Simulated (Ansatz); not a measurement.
Cartesian coordinates in Å:
```
Si -0.046 1.306 0.391
O 0.605 -0.040 -0.255
Ga 0.165 -1.743 -0.563
H -1.435 1.060 0.880
H -0.095 2.387 -0.630
H 0.779 1.770 1.538
H 1.290 -2.566 -1.254
H -1.263 -2.173 -0.106
```

Total charge 0; spin multiplicity 1.

Question: List the r2SCAN/def2-TZVPP orbital energies in eV (Ansatz). (Estimate.)

Answer: Ansatz gave: Occupied: -10122.62, -1791.15, -1244.80, -1101.25, -1101.12, -1101.12, -515.50, -148.43, -141.53, -101.42, -101.09, -101.04, -96.41, -96.37, -96.37, -25.41, -20.98, -20.88, -20.83, -20.72, -20.61, -13.71, -11.78, -9.71, -9.48, -9.43, -8.13, -7.51, -7.30. Lowest empty: -1.98, -0.50, 0.45, 1.47, 1.57, 1.70, 2.02, 3.53.
